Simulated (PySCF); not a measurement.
C2H6F2OSi, SMILES COC(F)([SiH3])F.

The structure is a stationary point at B3LYP-D3(BJ)/def2-SVP. The structure was generated by enumeration, and PubChem lists no compound with its InChIKey, so it may never have been made. The values are those of a single conformer.

Method: PySCF with B3LYP-D3(BJ)/def2-SVP.

Frequencies are harmonic and unscaled.

| mode | ν (cm⁻¹) | IR (km/mol) | Raman (Å⁴/amu) | depolarisation | moving atoms (share of kinetic energy) |
|---|---|---|---|---|---|
| 1 | 82 | 2.0 | 0.2 | 0.75 | H 70 %, C 15 % |
| 2 | 148 | 0.8 | 0.0 | – | H 92 % |
| 3 | 154 | 2.8 | 0.1 | 0.75 | H 53 %, O 18 %, C 14 %, F 12 % |
| 4 | 166 | 1.8 | 0.2 | 0.71 | C 27 %, F 23 %, H 22 %, Si 19 %, O 10 % |
| 5 | 217 | 1.7 | 0.0 | – | F 72 %, H 14 %, Si 8 % |
| 6 | 312 | 14.1 | 0.3 | 0.40 | F 38 %, C 30 %, H 18 %, O 11 % |
| 7 | 408 | 10.1 | 7.9 | 0.23 | Si 56 %, F 16 %, H 10 %, C 10 % |
| 8 | 519 | 5.9 | 2.1 | 0.56 | F 65 %, O 15 %, H 12 % |
| 9 | 520 | 9.6 | 3.0 | 0.75 | F 43 %, O 36 %, H 15 % |
| 10 | 646 | 42.2 | 10.9 | 0.75 | H 74 %, Si 11 % |
| 11 | 647 | 44.0 | 10.5 | 0.75 | H 69 %, F 17 %, Si 11 % |
| 12 | 766 | 6.0 | 3.4 | 0.05 | F 51 %, O 33 %, H 9 % |
| 13 | 915 | 270.2 | 8.6 | 0.75 | H 89 %, Si 8 % |
| 14 | 946 | 20.5 | 18.8 | 0.75 | H 93 % |
| 15 | 946 | 33.7 | 18.9 | 0.74 | H 95 % |
| 16 | 1005 | 48.9 | 10.7 | 0.39 | C 59 %, O 32 %, H 8 % |
| 17 | 1041 | 200.9 | 2.8 | 0.75 | C 71 %, F 23 % |
| 18 | 1117 | 161.4 | 1.0 | 0.52 | C 66 %, H 17 %, F 13 % |
| 19 | 1165 | 0.6 | 3.5 | 0.75 | H 76 %, C 18 % |
| 20 | 1218 | 39.3 | 3.7 | 0.44 | H 55 %, C 27 %, O 17 % |
| 21 | 1268 | 274.0 | 14.4 | 0.33 | C 68 %, O 24 % |
| 22 | 1460 | 8.2 | 3.5 | 0.62 | H 83 %, C 13 % |
| 23 | 1461 | 5.4 | 17.7 | 0.75 | H 96 % |
| 24 | 1484 | 10.7 | 15.1 | 0.75 | H 96 % |
| 25 | 2249 | 37.2 | 217.8 | 0.02 | H 99 % |
| 26 | 2260 | 99.5 | 81.1 | 0.75 | H 96 % |
| 27 | 2262 | 97.9 | 71.1 | 0.75 | H 96 % |
| 28 | 3044 | 34.9 | 114.7 | 0.01 | H 98 % |
| 29 | 3133 | 16.5 | 54.2 | 0.75 | H 90 %, C 10 % |
| 30 | 3169 | 10.0 | 79.5 | 0.64 | H 90 %, C 10 % |
